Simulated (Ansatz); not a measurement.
```yaml
crystal:
  periodic: [false, false, false]
  atoms:
    - {symbol: In, position_ang: [-1.710785, 1.296444, -1.249986]}
    - {symbol: In, position_ang: [1.013455, 0.659893, 0.822100]}
    - {symbol: In, position_ang: [2.551019, -1.420415, -1.317410]}
    - {symbol: In, position_ang: [-2.109519, -0.276435, 1.737177]}
    - {symbol: As, position_ang: [-0.862513, 2.474435, 0.928163]}
    - {symbol: As, position_ang: [3.508816, 0.229772, 0.556950]}
    - {symbol: As, position_ang: [-2.265730, -1.276539, -1.207635]}
    - {symbol: As, position_ang: [-0.124752, -1.687154, -0.269359]}
basis:
  gaussian: {orbitals: def2-TZVPD, initial_orbitals: start.molden}
total_charge: -1
magnetization: {spin_polarized: true, initial_magnetization: 1}
hamiltonian: {xc: pbe0, dispersion: d4}
scf: {omitted_lower_state_checks: [starts]}
output: {orbitals: {seedname: orbitals}}
```

The file start.molden holds the orbitals of an earlier run on this structure, at another level or in another basis.

```sh
$ ansatz run in.yaml --threads 4 --pin off --events-out ev --progress --plain --max-ram 6963MiB
```

(1) Does this run fit into the memory that it is given?

Results:

(1) No. It has 440 basis functions, and Ansatz plans for 10 GiB where 7 GiB are given.
